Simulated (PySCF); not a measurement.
CdI2, SMILES [I][Cd][I].

Geometry optimised at r2SCAN-D4/def2-SVP. The isomer is the one that the SMILES or the coordinates give; other isomers of the formula were not compared. The def2 effective core potentials stand for the cores of Cd, I; spin–orbit coupling is left out.

Level of theory: PBE/def2-TZVPD run with PySCF.

Gas-phase values at a fixed geometry.

Computed frontier levels, gap, dipole moment and polarisability:
The highest occupied level comes out as -6.63 eV. The lowest empty level is -3.19 eV. The orbital gap is 3.43 eV and the dipole moment comes out as 0.00 D. The quadrupole, principal values (traceless, Buckingham form, about the centre of nuclear charge) is -4.48, 2.24, 2.24 D·Å and the mean static polarisability is 114.6 bohr³ (16.98 Å³). The polarisability, principal values is 83.2, 83.2, 177.3 bohr³.
